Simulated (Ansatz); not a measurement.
Reaction (formal exchange of groups at the Al–H bond): `[F][AlH][F]` + `FBr` → `[F][Al]([F])[Br]` + H–F

Gas-phase electronic energies from Ansatz, PBE0-D4/def2-TZVP geometries. CCSD(T)/CBS adds triple-zeta CCSD(T) − MP2 to the extrapolated MP2 energy (def2 sets, frozen cores). This one scheme is used for every species. Functionals use def2-TZVPP. B3LYP here is the variant with VWN-RPA as its local correlation; programs differ in this. HSE06 is defined as in plane-wave codes. For Br outer-core shells are correlated without core-valence functions, which leaves a few kJ/mol of doubt a bond. Scalar relativity is left out up to krypton.

```csv
level,ΔE (eV)
LDA (SPW92),-3.88
B3LYP-D4,-3.84
HSE06-D4,-4.03
CAM-B3LYP-D4,-3.87
ωB97X-V,-3.90
HF/def2-SVP,-4.28
MP2/def2-SVP,-4.28
MP2/def2-TZVPP,-4.29
```

(1) What does CCSD(T)/CBS give? (Best estimate.)

Largest T1 diagnostic among the species: 0.013.

Results:

(1) Computed: -4.14 eV. The listed levels differ from it by 0.26, 0.30, 0.11, 0.27, 0.24, -0.14, -0.14, -0.15 eV.

From BLYP to BHLYP (50 % exact exchange), in def2-TZVPP and without D4, ΔE moves by −0.46 eV. At CCSD(T), def2-SVP lies +0.07 eV from the extrapolated value and def2-TZVPP +0.06 eV. The D4 term adds −0.05 eV with B3LYP and −0.03 eV with PBE0; it sums over pairs of atoms, weighted by their polarisabilities, and B3LYP, whose exchange is more repulsive, gets the larger term.
